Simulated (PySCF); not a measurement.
## Electron correlation in Mo (molybdenum, neutral)

[Kr] 4d5 5p1, high-spin 7P determinant (an excited configuration). Computed with PySCF 2.14 in aug-cc-pVDZ-PP with ECP28MDF, with a scalar-relativistic core potential. Frozen: 4s2 4p6; 6 electrons correlated.

```csv
level,correlation energy (mhartree)
CCSD,-66.26
(T),-1.41
CCSD(T),-67.67
```

Diagnostics: T1 = 0.017, D1 = 0.0478, largest double amplitude 0.056.

Q: Is a single reference adequate?

A: Yes, within this model without spin-orbit coupling: T1 lies below 0.03 and no double amplitude reaches 0.07.
